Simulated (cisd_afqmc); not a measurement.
Input (AFQMC/CISD/aug-cc-pVDZ; cisd_afqmc is a phaseless AFQMC code with CISD trial states that reads the integrals written by Ansatz):

Ansatz 0.2 input:
```python
import cisd_afqmc

open("ham.yaml", "w").write("""\
crystal:
  periodic: [false, false, false]
  atoms:
    - {symbol: As, position_ang: [-0.01946706, -0.02930590, 0.05119338]}
    - {symbol: H, position_ang: [-0.57983965, 1.11526124, -0.82569952]}
    - {symbol: H, position_ang: [1.22225249, -0.14816670, -0.86368213]}
basis:
  gaussian:
    orbitals: aug-cc-pVDZ
total_charge: -1
magnetization: {spin_polarized: false}
correlation: {method: ccsd, electrons: outside_noble_gas, hamiltonian_folder: ham}
""")
rep = cisd_afqmc.ansatz("ham.yaml")
e_ccsd = rep["correlation"]["coupled_cluster"]["energy"]["hartree"]
out = cisd_afqmc.run("ham", e_ccsd, trial="CISD", walkers=200, populations=8, threads=8, dt=0.005, steps=40, early=24, settle=10, least=32,
    cut=5e-5, rank_cut=2e-4, target=0.0004, seconds=1500, seed=1, memory=17280, gpu=False)
```

Output:

```
orbitals 40, occupied [4], factors 207 of 592, rank of the doubles 68 of 144
E(HF) = -2235.319877
E(CCSD) on the cut factors = -2235.479079, shift to the whole factors -0.000010
Energy of the trial state on the determinant = -2235.479069
  tau behind 7.2 of longer steps, mean of the populations' last blocks
   2.0  -2235.48500
   4.0  -2235.48562
   6.0  -2235.48589
   8.0  -2235.48575
blocks 318 (0 outliers left out), error by blocks joined: 1: 0.00008, 2: 0.00011, 4: 0.00015, 8: 0.00019, 16: 0.00023
E(AFQMC/CISD) = -2235.48548 +/- 0.00023
```

The error still grows at the longest joins of blocks, or few joins were possible, so the printed bar may be too narrow.
